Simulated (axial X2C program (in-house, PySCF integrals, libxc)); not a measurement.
# CaCd along the bond: PBE0, with spin–orbit coupling

Calculated with an in-house relativistic program for diatomic molecules. Two-component (2c) means X2C with spin–orbit coupling and atomic mean-field two-electron Coulomb and Gaunt terms. Basis: Cd dyall-cv3z [12s12p8d5f3g], Ca dyall-cv3z [11s12p6d4f] (cores contracted in-house); Gaussian nuclei, density fitting, unrestricted open shells. Masses: Cd 113.903 u, Ca 39.963 u.

State: Ω = 0 (closed shell). Dipoles are positive if Ca is the positive end.

| R (Å) | μ (D) | HOMO (eV) | LUMO (eV) |
| --- | --- | --- | --- |
| 3.320 | -0.263 | -4.03 | -1.54 |
| 3.473 | -0.153 | -4.08 | -1.47 |
| 3.587 | -0.082 | -4.12 | -1.43 |
| 3.701 | -0.021 | -4.15 | -1.40 |
| 3.816 | 0.033 | -4.18 | -1.37 |
| 3.950 | 0.084 | -4.21 | -1.35 |
| 4.083 | 0.124 | -4.24 | -1.34 |
| 4.255 | 0.159 | -4.27 | -1.33 |
| 4.465 | 0.184 | -4.29 | -1.31 |
| 4.770 | 0.189 | -4.32 | -1.29 |

Problem. The minimum lies at 3.804 Å. What is the dipole moment there, and its slope?

Solution. At PBE0, 2c, with the sign and origin stated: μ = 0.03 D, dμ/dR = 0.44 D/Å.

The state is one determinant whose occupation by symmetry is held fixed; it was picked as the lowest of a PBE0 search that is not exhaustive. The bond is weak and the correlated curve of this state has no minimum in the scanned range, so this well may be an artefact of the functional.
